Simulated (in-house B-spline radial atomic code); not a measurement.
## Ionising Bi2+ with different functionals

Computed with a B-spline radial code for spherical atoms: four-component Dirac-Coulomb Hamiltonian, Fermi nucleus of rms radius 5.5211 fm, spin-restricted, spherical fractional occupations for the functionals, and exact exchange of hybrids averaged over the configuration. The ionisation energy is the difference of two self-consistent energies, [Xe] 4f14 5d10 6s2 6p1 → [Xe] 4f14 5d10 6s2, without Breit or QED terms; ε is the level of the shell that loses the electron (mean over j). The electron is taken from both j subshells in proportion to 2j + 1, so the result is a j average, not the step between ground levels.

```json
{"method": "PBE0", "rung": "global hybrid", "ΔSCF (eV)": "23.64", "-ε(6p) (eV)": "20.58"}
{"method": "BHandHLYP", "rung": "global hybrid", "ΔSCF (eV)": "23.81", "-ε(6p) (eV)": "21.78"}
{"method": "wB97X", "rung": "range-separated hybrid", "ΔSCF (eV)": "23.72", "-ε(6p) (eV)": "23.06"}
{"method": "LC-wPBE", "rung": "range-separated hybrid", "ΔSCF (eV)": "23.74", "-ε(6p) (eV)": "23.28"}
```

Task: Among the functionals, which spreads more, the ΔSCF values or the orbital energies?

Result: The orbital energies: ΔSCF values span about 0.17 eV and the orbital energies 2.70 eV; here energy differences depend much less on the functional than eigenvalues do.

Task: How do they compare with the NIST value?

Result: NIST lists 25.571 eV (measured, ground level to ground level). Errors run from -1.93 to -1.76 eV. The correlated functionals all miss on the same side by more than they spread, so the cause is common to them (Breit-QED terms, spin polarisation, the choice among j levels, multiplet and fine-structure energies, or a listed next ion that isn't the cheapest removal here) and closeness doesn't rank the functionals.
